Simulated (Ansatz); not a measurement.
**A relaxation, step by step**

SiH₃F₃, singlet, PBE0-D4/def2-TZVP (Ansatz 0.2.0). Settings:

```yaml
hamiltonian: {xc: pbe0, dispersion: d4}
relax: {f_tol: 0.005, max_steps: 200}
```

Start, a step off a saddle point along its unstable mode:

Si1  (-0.314, -0.271, -0.264)
H2  (1.184, -0.307, -0.229)
F3  (-0.436, -1.397, -1.352)
F4  (-0.976, -0.842, 1.075)
H5  (-1.124, 0.877, -0.808)
H6  (1.075, 0.708, 0.589)
F7  (0.592, 1.231, 0.989)
(Å)

```
               step  energy less the last (meV)  largest force component (eV/Å)
                  1                      1466.6                           7.750
                  3                       345.6                           1.603
                  5                       128.3                           0.313
                  7                        88.8                           0.315
 9 (rejected trial)                        76.3                           0.581
                 11                        68.0                           0.186
                 13                        42.1                           0.066
                 15                        34.0                           0.111
                 17                        13.9                           0.194
                 19                         9.2                           0.418
                 21                         1.4                           0.130
23 (rejected trial)                         2.5                           0.259
                 25                         0.2                           0.038
                 27                         0.1                           0.022
                 29                         0.0                           0.006
                 31                         0.0                           0.010
                 33                         0.0                           0.001
```

Step 5, positions (Å) and forces (eV/Å):

| atom | x | y | z | Fx | Fy | Fz |
| --- | --- | --- | --- | --- | --- | --- |
| Si1 | -0.374 | -0.476 | -0.443 | 0.003 | -0.235 | -0.198 |
| H2 | 1.110 | -0.490 | -0.415 | -0.078 | 0.050 | 0.013 |
| F3 | -0.801 | -1.602 | -1.484 | 0.030 | 0.091 | 0.035 |
| F4 | -0.916 | -0.949 | 0.966 | -0.033 | 0.025 | 0.068 |
| H5 | -0.995 | 0.786 | -0.867 | -0.028 | -0.004 | 0.013 |
| H6 | 1.407 | 1.184 | 1.038 | -0.209 | 0.170 | 0.136 |
| F7 | 0.570 | 1.548 | 1.205 | 0.313 | -0.097 | -0.067 |

Step 7, positions (Å) and forces (eV/Å):

```csv
atom,x,y,z,Fx,Fy,Fz
Si1,-0.408,-0.536,-0.496,-0.155,-0.109,-0.005
H2,1.065,-0.523,-0.482,0.032,-0.016,-0.002
F3,-0.853,-1.651,-1.541,0.037,0.014,0.051
F4,-0.943,-0.993,0.928,0.076,-0.008,-0.039
H5,-1.072,0.713,-0.881,0.004,0.098,-0.032
H6,1.533,1.367,1.360,-0.310,0.104,-0.054
F7,0.678,1.624,1.111,0.315,-0.084,0.081
```

Step 27, positions (Å) and forces (eV/Å):

```
atom       x       y       z      Fx      Fy      Fz
 Si1  -0.323  -0.516  -0.660   0.007  -0.006   0.019
  H2   1.068  -0.646  -1.124  -0.007  -0.001   0.001
  F3  -1.131  -1.813  -1.074   0.001   0.001  -0.004
  F4  -0.307  -0.480   0.944   0.000   0.001  -0.016
  H5  -1.049   0.674  -1.132  -0.002   0.002  -0.001
  H6   0.630   1.010   1.628   0.014   0.022  -0.006
  F7   1.111   1.773   1.417  -0.012  -0.019   0.007
```

Last step (33):

```
7
angstrom
Si -0.3258 -0.5230 -0.6739
H 1.0593 -0.6625 -1.1514
F -1.1406 -1.8240 -1.0590
F -0.2899 -0.4609 0.9280
H -1.0535 0.6621 -1.1554
H 0.6333 1.0179 1.6369
F 1.1172 1.7904 1.4747
```

Hardware: 2 CPU threads of an Arm Neoverse V1, shared host. Wall time about 73 s.
